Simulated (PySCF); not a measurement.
C₉H₁₃ (charge -1).
Atom-mapped SMILES: `[C-:1]#[C:2][CH2:3][C@@H:4]([CH3:5])[CH2:6][CH2:7][CH:8]=[CH2:9]` (hydrogens: H10, H11 on C3; H12 on C4; H13, H14, H15 on C5; H16, H17 on C6; H18, H19 on C7; H20 on C8; H21, H22 on C9)

The calculation used PBE0-D3(BJ)/def2-SVP geometry optimisation, gas phase in PySCF 2.14.0.

Problem. Give the optimised bond lengths and angles.

Solution. 
```csv
bond,length (Å)
C1≡C2,1.251
C2–C3,1.461
C3–C4,1.544
C4–C5,1.522
C4–C6,1.528
C6–C7,1.530
C7–C8,1.494
C8=C9,1.335
C3–H10,1.112
C3–H11,1.114
C4–H12,1.107
"C5–H13, C5–H14, C5–H15",1.104
C6–H16,1.106
C6–H17,1.106
C7–H18,1.102
C7–H19,1.106
C8–H20,1.099
C9–H21,1.094
C9–H22,1.096
```

Bonds in one row agree within 0.01 Å and their mean is given. A selection of angles:
```csv
angle,degrees
C1–C2–C3,176.9
C2–C3–C4,113.9
C2–C3–H10,111.9
C2–C3–H11,111.8
C4–C3–H10,107.1
C4–C3–H11,107.0
H10–C3–H11,104.6
C3–C4–C5,110.5
C3–C4–C6,110.8
C3–C4–H12,106.2
C5–C4–C6,113.1
C5–C4–H12,107.7
C6–C4–H12,108.2
C4–C5–H13,107.9
C4–C5–H14,112.9
C4–C5–H15,110.6
H13–C5–H14,109.3
H13–C5–H15,108.0
C4–C6–C7,115.1
C4–C6–H16,108.7
C4–C6–H17,109.3
C7–C6–H16,108.8
C7–C6–H17,108.9
H16–C6–H17,105.7
C6–C7–C8,113.0
C6–C7–H18,110.3
C6–C7–H19,108.2
C8–C7–H18,109.6
C8–C7–H19,109.1
H18–C7–H19,106.4
C7–C8–C9,126.0
C7–C8–H20,115.6
C9–C8–H20,118.4
C8–C9–H21,121.7
C8–C9–H22,121.2
H21–C9–H22,117.1
```

Dihedral angles: C2–C3–C4–C5 57° (synclinal); C3–C4–C6–C7 175° (antiperiplanar); C4–C6–C7–C8 -174° (antiperiplanar); C6–C7–C8–C9 -117° (anticlinal).

C9 (terminal =CH2 carbon) is planar (angles 121.7°, 121.2° and 117.1°, sum 360.0°, 0.00 Å off the plane of its three neighbours). The 8 C–C bonds span 1.251 Å (C1≡C2, drawn triple) to 1.544 Å (C3–C4, drawn single), a spread of 0.293 Å. C8 (alkene CH carbon) is planar (angles 126.0°, 118.4° and 115.6°, sum 360.0°, 0.01 Å off the plane of its three neighbours). Of the pairs four or more bonds apart, C2···H13 is among the closest relative to their van der Waals radii: 2.50 Å, 86 % of the sum of Bondi's values.

Point group: C1 (no symmetry element, even within 0.4 Å). No PBE0-D3(BJ)/def2-SVP frequencies stand behind this structure, so it isn't proved a minimum.

One conformer stands for the species.
